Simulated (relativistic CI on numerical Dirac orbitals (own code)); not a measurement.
## Sensitivity of the levels of In31+ to α and to the nuclear radius

These numbers are calculated, not measured: Dirac-Coulomb-Breit CI, KLI orbitals optimised for each configuration, derivatives by finite differences, unscaled Slater integrals, QED left out (own radial code, finite nucleus).

Configuration list (outside the closed core [Ne]): 3s2.3p6, 3s2.3p5.3d, 3s.3p6.3d, 3p6.3d2, 3p5.3d3. Double excitations out of closed p, d and f shells are left out; levels of such configurations are missing from the list, as are those of other unlisted configurations, and high levels can miss mixing partners.

With x = (α/α₀)² − 1 an excitation energy changes as ω = ω₀ + qx; K = 2q/ω₀ is the relative enhancement. Terms are leading LS components, so labels can repeat. The field-shift factor is F = δν/δ⟨r²⟩ for the transition from the lowest level.

Lowest level 3s2.3p6 1S_0.

| Level | ω₀ (cm⁻¹) | q (cm⁻¹) | K | F (GHz/fm²) |
| --- | --- | --- | --- | --- |
| 3s2.3p5.3d 3P°_0 | 1107359 | 24530 | 0.0443 | 2.56 |
| 3s2.3p5.3d 3P°_1 | 1141949 | 39400 | 0.069 | 2.58 |
| 3s2.3p5.3d 3F°_3 | 1185373 | 26780 | 0.0452 | 2.6 |
| 3s2.3p5.3d 3D°_2 | 1198004 | 38880 | 0.0649 | 2.61 |
| 3s2.3p5.3d 3F°_4 | 1235716 | 107400 | 0.174 | 3.25 |
| 3s2.3p5.3d 1D°_2 | 1258863 | 108300 | 0.172 | 2.99 |
| 3s2.3p5.3d 3D°_3 | 1318073 | 108500 | 0.165 | 3.38 |
| 3s2.3p5.3d 3D°_1 | 1419482 | 175700 | 0.248 | 0.86 |
| 3s2.3p5.3d 3F°_2 | 1559983 | 436000 | 0.559 | -7.25 |
| 3s2.3p5.3d 3D°_2 | 1651926 | 517300 | 0.626 | -6.51 |
| 3s2.3p5.3d 1F°_3 | 1673374 | 523600 | 0.626 | -6.68 |
| 3s2.3p5.3d 1P°_1 | 1815284 | 370200 | 0.408 | -4.53 |
| 3s.3p6.3d 3D_1 | 2524415 | 517300 | 0.41 | -497 |
| 3s.3p6.3d 3D_2 | 2544455 | 528600 | 0.415 | -497 |
| 3s.3p6.3d 3D_3 | 2608679 | 601600 | 0.461 | -496 |
| 3s.3p6.3d 1D_2 | 2688246 | 596600 | 0.444 | -502 |
| 3p6.3d2 3F_2 | 5122890 | 1.041e+06 | 0.406 | -995 |
| 3p6.3d2 3F_3 | 5193144 | 1.12e+06 | 0.431 | -994 |
| 3p6.3d2 3P_0 | 5221489 | 1.057e+06 | 0.405 | -994 |
| 3p6.3d2 3F_4 | 5241529 | 1.147e+06 | 0.438 | -994 |
| 3p6.3d2 3P_2 | 5251367 | 1.116e+06 | 0.425 | -994 |
| 3p6.3d2 3P_1 | 5267813 | 1.123e+06 | 0.426 | -994 |
| 3p6.3d2 1G_4 | 5323199 | 1.176e+06 | 0.442 | -994 |

At this charge energies of transitions that change n are usually good to better than 1 %, and those within a shell (Δn = 0) to a few per cent.
